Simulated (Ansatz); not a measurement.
Consider the ligand exchange at the Si–C bond: `O[SiH](O)C[SiH2]Cl` + `NCF` → `FCN[SiH2]Cl` + `C[SiH](O)O`.

Calculated with Ansatz (gas phase, PBE0-D4/def2-TZVP geometries, no zero-point term in ΔE). CBS: MP2 limit from def2 TZ/QZ plus the TZ coupled-cluster correction, frozen cores. Functionals use def2-TZVPP. B3LYP here is the variant with VWN-RPA as its local correlation; programs differ in this. One conformer a species, not always the lowest.

`O[SiH](O)C[SiH2]Cl`:

```xyz
13

O     0.181   -1.700    1.031
Si    1.158   -0.532    0.408
O     1.702   -0.876   -1.098
C     0.093    0.996    0.435
Si   -1.579    0.817   -0.349
Cl   -1.374   -0.010   -2.245
H     0.535   -2.587    1.105
H     2.391   -0.384    1.216
H     1.041   -0.872   -1.797
H    -0.074    1.289    1.479
H     0.634    1.814   -0.052
H    -2.466   -0.082    0.421
H    -2.242    2.128   -0.555
```

`NCF`:

Cartesian coordinates in Å:
```
N 0.848 0.101 -0.263
C -0.383 -0.216 0.330
F -1.482 0.418 -0.275
H 0.906 -0.194 -1.227
H 1.074 1.083 -0.194
H -0.573 -1.289 0.254
H -0.390 0.097 1.375
```

`FCN[SiH2]Cl`:

Z-matrix (Å, degrees):
```
C
N 1 1.409
F 1 1.392 2 111.7
H 1 1.093 2 110.4 3 118.6
H 1 1.093 2 111.9 3 -118.7
Si 2 1.709 1 125.3 3 -100.3
H 2 1.008 1 114.8 3 79.5
Cl 6 2.064 2 113.0 1 -91.8
H 6 1.478 2 109.0 1 150.4
H 6 1.477 2 108.2 1 25.7
```

`C[SiH](O)O`:

Z-matrix (Å, degrees):
```
C
Si 1 1.852
H 1 1.093 2 111.0
H 1 1.093 2 110.6 3 119.4
H 1 1.092 2 110.8 3 -120.4
O 2 1.647 1 105.2 3 -58.4
O 2 1.646 1 112.8 3 64.2
H 2 1.484 1 113.0 3 -179.4
H 6 0.958 2 117.2 1 -175.7
H 7 0.958 2 117.6 1 -54.3
```

Problem. Is it downhill or uphill in electronic energy at CCSD(T)/CBS, and by how much? (Best estimate.)

Solution. The calculation gave: Downhill: ΔE = -32.6 kJ/mol.

Problem. What do these levels give: PBE-D4, r2SCAN-D4, B3LYP-D4, ωB97X-V, r2SCAN, PBE0, MP2/def2-TZVPP, CCSD/def2-TZVPP, CCSD(T)/def2-TZVPP, HF/def2-QZVPP, MP2/def2-QZVPP, CCSD/CBS(def2)? (Best estimate.)

Solution. The calculation gave: PBE-D4 -25.6, r2SCAN-D4 -30.8, B3LYP-D4 -32.4, ωB97X-V -31.7, r2SCAN -32.2, PBE0 -32.0, MP2/def2-TZVPP -32.7, CCSD/def2-TZVPP -34.9, CCSD(T)/def2-TZVPP -32.4, HF/def2-QZVPP -48.8, MP2/def2-QZVPP -33.3, CCSD/CBS(def2) -35.1 kJ/mol.

Largest T1 diagnostic among the species: 0.011.

In def2-TZVPP, CCSD(T) changes the Hartree–Fock value by +15.1 kJ/mol (the triples alone add +2.5 kJ/mol) and MP2 by +14.8 kJ/mol. The D4 term adds +8.8 kJ/mol with B3LYP and +5.0 kJ/mol with PBE0; it sums over pairs of atoms, weighted by their polarisabilities, and B3LYP, whose exchange is more repulsive, gets the larger term.
